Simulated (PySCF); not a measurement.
HCl2FSSi (SMILES F[Si](S)(Cl)Cl), singlet, at a GFN2-xTB geometry; CASSCF(2,3)/6-31G run with PySCF.

PySCF was given this input:
```python
from pyscf import gto, scf, mcscf, mp
import numpy

mol = gto.Mole()
mol.atom = '''
    F    -0.38930945    0.40665327    1.70994084
    Si   -0.08592357    0.04878326    0.16755268
    S     1.82821102   -0.90953222    0.14361714
    Cl   -1.49127436   -1.21546995   -0.44466200
    Cl   -0.09816747    1.81183116   -0.77851503
    H     2.47584961    0.07153005    0.76093052
'''
mol.basis = '6-31g'
mol.verbose = 4
mol.build()

mf = scf.RHF(mol)
mf.kernel()
mc = mcscf.CASSCF(mf, 3, 2)
mc.fix_spin_(ss=0.0)
noons, natorbs = mcscf.addons.make_natural_orbitals(mp.MP2(mf).run())
mc.kernel(natorbs)
occ = numpy.linalg.eigvalsh(mc.fcisolver.make_rdm1(mc.ci, mc.ncas, mc.nelecas))[::-1]
ss = mc.fcisolver.spin_square(mc.ci, mc.ncas, mc.nelecas)[0]
print('natural occupations', occ.round(4), ' <S^2>', round(ss, 4))
```

**Question.** Write the output that PySCF gives for this input, abridged.

**Answer.** 
```
PySCF version 2.14.0

[INPUT] verbose = 4
[INPUT] num. atoms = 6
[INPUT] num. electrons = 74
[INPUT] charge = 0
[INPUT] spin (= nelec alpha-beta = 2S) = 0
[INPUT] symmetry False subgroup None
[INPUT] Mole.unit = angstrom
[INPUT] Symbol           X                Y                Z      unit          X                Y                Z       unit  Magmom
[INPUT]  1 F     -0.389309450000   0.406653270000   1.709940840000 AA   -0.735688238205   0.768463307959   3.231319876809 Bohr   0.0
[INPUT]  2 Si    -0.085923570000   0.048783260000   0.167552680000 AA   -0.162372014945   0.092187000863   0.316628676637 Bohr   0.0
[INPUT]  3 S      1.828211020000  -0.909532220000   0.143617140000 AA    3.454818125712  -1.718766797268   0.271397061393 Bohr   0.0
[INPUT]  4 Cl    -1.491274360000  -1.215469950000  -0.444662000000 AA   -2.818100116986  -2.296905318139  -0.840289398001 Bohr   0.0
[INPUT]  5 Cl    -0.098167470000   1.811831160000  -0.778515030000 AA   -0.185509632641   3.423864676353  -1.471180190558 Bohr   0.0
[INPUT]  6 H      2.475849610000   0.071530050000   0.760930520000 AA    4.678677688511   0.135172204176   1.437950282623 Bohr   0.0

nuclear repulsion = 449.509931306471
number of shells = 35
number of NR pGTOs = 210
number of NR cGTOs = 63
basis = 6-31g
ecp = {}

******** <class 'pyscf.scf.hf.RHF'> ********
method = RHF
initial guess = minao
damping factor = 0
level_shift factor = 0
DIIS = <class 'pyscf.scf.diis.CDIIS'>
diis_start_cycle = 1
diis_space = 8
diis_damp = 0
SCF conv_tol = 1e-09
SCF conv_tol_grad = None
SCF max_cycles = 50
direct_scf = True
direct_scf_tol = 1e-13
Set gradient conv threshold to 3.16228e-05
Initial guess from minao.
init E= -1706.1922121085
  HOMO = -0.323879137371614  LUMO = 0.0616887696576991  gap/eV = 10.49184
cycle= 1 E= -1705.29378439255  delta_E= 0.898  |g|= 0.564  |ddm|= 2.46
  HOMO = -0.443752963045799  LUMO = 0.0287128798913461  gap/eV = 12.85645
cycle= 2 E= -1705.38350829308  delta_E= -0.0897  |g|= 0.284  |ddm|= 1.24
  HOMO = -0.437486823176084  LUMO = 0.0710668191503956  gap/eV = 13.83845
cycle= 3 E= -1705.39837316436  delta_E= -0.0149  |g|= 0.0439  |ddm|= 0.289
  HOMO = -0.434510058673308  LUMO = 0.0831696097024994  gap/eV = 14.08678
cycle= 4 E= -1705.39895996639  delta_E= -0.000587  |g|= 0.0119  |ddm|= 0.0752
  HOMO = -0.433433877124938  LUMO = 0.084016581703076  gap/eV = 14.08054
cycle= 5 E= -1705.39903735479  delta_E= -7.74e-05  |g|= 0.00256  |ddm|= 0.0315
  HOMO = -0.434170126180042  LUMO = 0.0836610811091179  gap/eV = 14.09090
cycle= 6 E= -1705.39904210712  delta_E= -4.75e-06  |g|= 0.000564  |ddm|= 0.0085
  HOMO = -0.434111290787607  LUMO = 0.0838153885558066  gap/eV = 14.09350
cycle= 7 E= -1705.39904233687  delta_E= -2.3e-07  |g|= 0.000117  |ddm|= 0.0019
  HOMO = -0.434108947194368  LUMO = 0.0838106498622242  gap/eV = 14.09331
cycle= 8 E= -1705.39904234741  delta_E= -1.05e-08  |g|= 2.61e-05  |ddm|= 0.000399
  HOMO = -0.434110110720205  LUMO = 0.0838097835941514  gap/eV = 14.09332
cycle= 9 E= -1705.39904234792  delta_E= -5.15e-10  |g|= 8.77e-06  |ddm|= 8.42e-05
  HOMO = -0.434109159004445  LUMO = 0.0838098680515054  gap/eV = 14.09329
Extra cycle  E= -1705.39904234797  delta_E= -5.09e-11  |g|= 3.79e-06  |ddm|= 2.38e-05
converged SCF energy = -1705.39904234797

******** <class 'pyscf.mp.mp2.RMP2'> ********
nocc = 37, nmo = 63
E(RMP2) = -1705.71654756679  E_corr = -0.317505218814123
E(SCS-RMP2) = -1705.70965895526  E_corr = -0.310616607289261
E_corr(same-spin) = -0.0812188330242531
E_corr(oppo-spin) = -0.23628638578987

******** <class 'pyscf.mcscf.mc1step.CASSCF'> ********
CAS (1e+1e, 3o), ncore = 36, nvir = 24
max_cycle_macro = 50
max_cycle_micro = 4
conv_tol = 1e-07
conv_tol_grad = None
orbital rotation max_stepsize = 0.02
orbital rotation threshold for CI restart = 0.01
augmented hessian ah_max_cycle = 30
augmented hessian ah_conv_tol = 1e-12
augmented hessian ah_linear dependence = 1e-14
augmented hessian ah_level shift = 1e-08
augmented hessian ah_start_tol = 2.5
augmented hessian ah_start_cycle = 3
augmented hessian ah_grad_trust_region = 3
kf_trust_region = 3
kf_interval = 4
ci_response_space = 4
ci_grad_trust_region = 3
with_dep4 0
natorb = False
canonicalization = True
sorting_mo_energy = False
ao2mo_level = 2
internal_rotation = False
******** <class 'pyscf.fci.addons.SpinPenaltyFCISolver'> ********
max. cycles = 50
conv_tol = 1e-08
davidson only = True
linear dependence = 1e-12
level shift = 0.001
max iter space = 12
nroots = 1
pspace_size = 400
spin = None
CASCI E = -1705.40393708399  S^2 = 0.0000000
Set conv_tol_grad to 0.000316228
macro iter   1 ( 21 JK    4 micro), CASSCF E = -1705.41076069619  dE = -6.82361221e-03  S^2 = 0.0000000
               |grad[o]|=0.0178  |grad[c]|=0.0151  |ddm|=0.0214  |maxRot[o]|=0.224
macro iter   2 ( 21 JK    4 micro), CASSCF E = -1705.41528019797  dE = -4.51950178e-03  S^2 = 0.0000000
               |grad[o]|=0.017  |grad[c]|=0.0101  |ddm|=0.00562  |maxRot[o]|=0.173
macro iter   3 ( 21 JK    4 micro), CASSCF E = -1705.41575752471  dE = -4.77326741e-04  S^2 = 0.0000000
               |grad[o]|=0.00833  |grad[c]|=0.0412  |ddm|=0.00613  |maxRot[o]|=0.223
macro iter   4 ( 21 JK    4 micro), CASSCF E = -1705.41629134763  dE = -5.33822918e-04  S^2 = 0.0000000
               |grad[o]|=0.00789  |grad[c]|=0.00718  |ddm|=0.000964  |maxRot[o]|=0.0843
macro iter   5 ( 21 JK    4 micro), CASSCF E = -1705.41652003794  dE = -2.28690305e-04  S^2 = 0.0000000
               |grad[o]|=0.00278  |grad[c]|=0.00292  |ddm|=0.00145  |maxRot[o]|=0.306
macro iter   6 ( 21 JK    4 micro), CASSCF E = -1705.41680402499  dE = -2.83987053e-04  S^2 = 0.0000000
               |grad[o]|=0.00207  |grad[c]|=0.00264  |ddm|=0.00166  |maxRot[o]|=0.304
macro iter   7 ( 20 JK    4 micro), CASSCF E = -1705.41686886302  dE = -6.48380351e-05  S^2 = 0.0000000
               |grad[o]|=0.00167  |grad[c]|=0.00105  |ddm|=0.00096  |maxRot[o]|=0.174
macro iter   8 ( 13 JK    2 micro), CASSCF E = -1705.41686973411  dE = -8.71081056e-07  S^2 = 0.0000000
               |grad[o]|=0.000269  |grad[c]|=0.000181  |ddm|=0.00011  |maxRot[o]|=0.0174
macro iter   9 (  3 JK    1 micro), CASSCF E = -1705.41686974613  dE = -1.20260211e-08  S^2 = 0.0000000
               |grad[o]|=2.85e-05  |grad[c]|=0.000115  |ddm|=1.69e-05  |maxRot[o]|=0.000831
1-step CASSCF converged in   9 macro (162 JK  31 micro) steps
CASSCF canonicalization
Density matrix diagonal elements [1.98311941e+00 1.55402921e-02 1.34029504e-03]
CASSCF energy = -1705.41686974613
CASCI E = -1705.41686974613  E(CI) = -2.44798073562242  S^2 = 0.0000000
natural occupations [1.9833e+00 1.6300e-02 3.0000e-04]  <S^2> 0.0
```
